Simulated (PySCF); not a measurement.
A calculated (LDA, PySCF 2.14, aug-cc-pVDZ, no relativity, point nucleus) atom or ion has these occupied shells.

| shell | electrons | orbital energy (eV) | rms radius, mean of both spins (bohr) |
| --- | --- | --- | --- |
| 1s α | 1 | -4831.1 | 0.0813 |
| 1s β | 1 | -4831.0 | 0.0813 |
| 2s α | 1 | -537.32 | 0.357 |
| 2s β | 1 | -536.69 | 0.357 |
| 2p α | 3 | -450.97 | 0.323 |
| 2p β | 3 | -450.47 | 0.323 |
| 3s α | 1 | -69.579 | 1.09 |
| 3s β | 1 | -67.785 | 1.09 |
| 3p α | 3 | -46.809 | 1.19 |
| 3p β | 3 | -45.015 | 1.19 |
| 3d α | 2 | -12.681 | 1.69 |
| 4s α | 1 | -10.989 | 3.35 |

Name the element and its charge.

Ti⁺ (titanium, charge +1), in [Ar] 3d2 4s1, high-spin 4F determinant.
